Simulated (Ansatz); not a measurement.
Stepwise reaction of `C[O][GeH2][O]C` with hydrogen fluoride, as a gas-phase model of exchange steps in deposition or etching. ΔE in kJ/mol.

Program: Ansatz. Geometries: PBE0-D4/def2-TZVP. ΔE: electronic, gas phase. CCSD(T)/CBS adds triple-zeta CCSD(T) − MP2 to the extrapolated MP2 energy (def2 sets, frozen cores). This one scheme is used for every species. Functionals use def2-TZVPP. B3LYP here is the variant with VWN-RPA as its local correlation; programs differ in this. For Ge outer-core shells are correlated without core-valence functions, which leaves a few kJ/mol of doubt a bond. Scalar relativity is left out up to krypton. One conformer a species, not always the lowest.

| step | reaction | PBE-D4 | B3LYP-D4 | ωB97M-V | CCSD(T)/CBS |
| --- | --- | --- | --- | --- | --- |
| 2 | `C[O][GeH]([F])[O]C` + H–F → `C[O][Ge]([F])([F])[O]C` + H₂ | -37.5 | -41.6 | -41.7 | -37.0 |

**Question.** Give the row of step 1, `C[O][GeH2][O]C` + H–F → `C[O][GeH]([F])[O]C` + H₂. (Estimate.)

**Answer.** Computed: 
| step | reaction | PBE-D4 | B3LYP-D4 | ωB97M-V | CCSD(T)/CBS |
| --- | --- | --- | --- | --- | --- |
| 1 | `C[O][GeH2][O]C` + H–F → `C[O][GeH]([F])[O]C` + H₂ | -56.4 | -62.0 | -62.0 | -56.5 |

**Question.** By hand: ΔE of the 2 steps together at CCSD(T)/CBS.

**Answer.** (-56.5) + (-37.0) = -93.5 kJ/mol, or -46.8 kJ/mol a step.

In ΔE each step is higher than the one before. All are downhill at CCSD(T)/CBS. PBE-D4 differs from CCSD(T)/CBS by -0.5 to 0.1 kJ/mol a step. Only this route is followed, and other bonds may react first. Isolated molecules leave out the surface, adducts and barriers. Largest T1 diagnostic: 0.012.
